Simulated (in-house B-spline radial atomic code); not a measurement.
Values are calculated unless marked as measured or tabulated.
**Softness against transferability: the 3p channel of Cr**

Cr, [Ar] 3d5 4s1, non-relativistic PBE, spherical and spin-unpolarised, from a B-spline radial code for spherical atoms (atomic units). The all-electron 3p level is ε = -1.657490 hartree, its outermost node lies just inside 0.34 bohr and its outer maximum at 0.80 bohr.

Troullier-Martins pseudo-orbitals are made for several radii. The cutoffs (hartree) are the plane-wave energies beyond which the orbital holds less than the named kinetic energy per electron. The phase error is the difference, pseudo minus all-electron, of arctan(R P'/P) at R = 1.42 bohr for all radii, half a hartree below and above the level.

```json
{"r_c (bohr)": "0.6", "V_l(0) (hartree)": "-65.78", "cutoff for 10 mEh": "151", "for 1 mEh": "194", "for 0.1 mEh": "> 450", "phase error at ε − 0.5 (mrad)": "-2.4", "at ε + 0.5 (mrad)": "-0.6"}
{"r_c (bohr)": "0.7", "V_l(0) (hartree)": "-19.18", "cutoff for 10 mEh": "75.9", "for 1 mEh": "120", "for 0.1 mEh": "220", "phase error at ε − 0.5 (mrad)": "-1.6", "at ε + 0.5 (mrad)": "-0.4"}
{"r_c (bohr)": "0.8", "V_l(0) (hartree)": "-7.52", "cutoff for 10 mEh": "20", "for 1 mEh": "49.2", "for 0.1 mEh": "99.1", "phase error at ε − 0.5 (mrad)": "-1.1", "at ε + 0.5 (mrad)": "-0.3"}
{"r_c (bohr)": "0.9", "V_l(0) (hartree)": "-6.45", "cutoff for 10 mEh": "20.7", "for 1 mEh": "51.6", "for 0.1 mEh": "93.6", "phase error at ε − 0.5 (mrad)": "-1.1", "at ε + 0.5 (mrad)": "-0.2"}
{"r_c (bohr)": "1.01", "V_l(0) (hartree)": "-7.50", "cutoff for 10 mEh": "19.5", "for 1 mEh": "46.1", "for 0.1 mEh": "63.2", "phase error at ε − 0.5 (mrad)": "-1.4", "at ε + 0.5 (mrad)": "-0.3"}
{"r_c (bohr)": "1.12", "V_l(0) (hartree)": "-8.47", "cutoff for 10 mEh": "19.2", "for 1 mEh": "37", "for 0.1 mEh": "51.6", "phase error at ε − 0.5 (mrad)": "-2.1", "at ε + 0.5 (mrad)": "-0.5"}
```

(1) Which radius needs the lowest cutoff for 1 mEh while both phase errors stay within 1.7 mrad?

(2) What does the larger radius buy, and what does it cost?

Answers

(1) The radii within that limit are 0.7, 0.8, 0.9, 1.01 bohr; of these r_c = 1.01 needs the least, 46.1 hartree, that is 92.2 Ry or 1254 eV.

(2) From r_c = 0.6 to 1.12 bohr the cutoff for 1 mEh goes from 194 to 37 hartree, a factor of 5.24, against 3.48 for a pure 1/r_c² scaling, end to end; step by step it is 194, 120, 49.2, 51.6, 46.1, 37, and for 0.1 mEh > 450, 220, 99.1, 93.6, 63.2, 51.6; the number of plane waves goes as the cutoff to the power 3/2, here a factor of 12.0. The larger of the two phase errors is least at r_c = 0.8 bohr, 1.1 mrad; it is 2.4 at the smallest radius and 2.1 at the largest. These errors test the reference atom alone. Large radii also let the cores of neighbours overlap, which an atom doesn't show.
